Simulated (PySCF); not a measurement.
A calculated (PBE0, PySCF 2.14, aug-cc-pwCVTZ-DK3, the spin-free X2C one-electron Hamiltonian (Gaussian nucleus)) atom or ion has these occupied shells.

```json
{"shell": "1s α", "electrons": "1", "orbital energy (eV)": "-30364.3", "rms radius, mean of both spins (bohr)": "0.0326"}
{"shell": "1s β", "electrons": "1", "orbital energy (eV)": "-30364.1", "rms radius, mean of both spins (bohr)": "0.0326"}
{"shell": "2s α", "electrons": "1", "orbital energy (eV)": "-4662.7", "rms radius, mean of both spins (bohr)": "0.133"}
{"shell": "2s β", "electrons": "1", "orbital energy (eV)": "-4662.6", "rms radius, mean of both spins (bohr)": "0.133"}
{"shell": "2p α", "electrons": "3", "orbital energy (eV)": "-4189.5", "rms radius, mean of both spins (bohr)": "0.118"}
{"shell": "2p β", "electrons": "3", "orbital energy (eV)": "-4189.4", "rms radius, mean of both spins (bohr)": "0.118"}
{"shell": "3s α", "electrons": "1", "orbital energy (eV)": "-940.75", "rms radius, mean of both spins (bohr)": "0.353"}
{"shell": "3s β", "electrons": "1", "orbital energy (eV)": "-940.57", "rms radius, mean of both spins (bohr)": "0.353"}
{"shell": "3p α", "electrons": "3", "orbital energy (eV)": "-785.09", "rms radius, mean of both spins (bohr)": "0.353"}
{"shell": "3p β", "electrons": "3", "orbital energy (eV)": "-784.93", "rms radius, mean of both spins (bohr)": "0.353"}
{"shell": "3d α", "electrons": "5", "orbital energy (eV)": "-546.29", "rms radius, mean of both spins (bohr)": "0.332"}
{"shell": "3d β", "electrons": "5", "orbital energy (eV)": "-546.19", "rms radius, mean of both spins (bohr)": "0.332"}
{"shell": "4s α", "electrons": "1", "orbital energy (eV)": "-175.75", "rms radius, mean of both spins (bohr)": "0.842"}
{"shell": "4s β", "electrons": "1", "orbital energy (eV)": "-175.34", "rms radius, mean of both spins (bohr)": "0.842"}
{"shell": "4p α", "electrons": "3", "orbital energy (eV)": "-127.38", "rms radius, mean of both spins (bohr)": "0.910"}
{"shell": "4p β", "electrons": "3", "orbital energy (eV)": "-127.02", "rms radius, mean of both spins (bohr)": "0.910"}
{"shell": "4d α", "electrons": "5", "orbital energy (eV)": "-56.258", "rms radius, mean of both spins (bohr)": "1.11"}
{"shell": "4d β", "electrons": "5", "orbital energy (eV)": "-55.700", "rms radius, mean of both spins (bohr)": "1.11"}
{"shell": "5s α", "electrons": "1", "orbital energy (eV)": "-32.897", "rms radius, mean of both spins (bohr)": "2.21"}
{"shell": "5p α", "electrons": "2", "orbital energy (eV)": "-22.928", "rms radius, mean of both spins (bohr)": "2.59"}
```

(1) Name the element and its charge.

Answers

(1) Sb²⁺ (antimony, charge +2), in [Kr] 4d10 5s1 5p2, high-spin 4P determinant (an excited configuration).
